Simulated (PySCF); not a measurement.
# KTl⁺ at B3LYP

Computed with B3LYP; basis K def2-SVP, Tl def2-SVP with ECP60; scalar-relativistic core potentials; PySCF 2.14.

For KTl⁺, the state is ²Σ⁺ (doublet), unpaired electrons σ ↑, the bond length is 4.175 Å and the harmonic wavenumber is 58.5 cm⁻¹. The force constant is 0.0661 mdyn/Å, the rotational constant Be is 0.02954 cm⁻¹ and the anharmonicity ωexe is 0.189 cm⁻¹. The vibration–rotation constant αe is 0.000145 cm⁻¹. The bond order (Mayer) is 0.47. The dipole moment (positive dipole points towards Tl; it is taken about the centre of mass and depends on that origin) is -11.61 D.

These are scalar-relativistic numbers at best; spin–orbit coupling would shift them, the dissociation energy most. The state is the lowest determinant that a PBE0 search found; another state may lie lower at other levels.
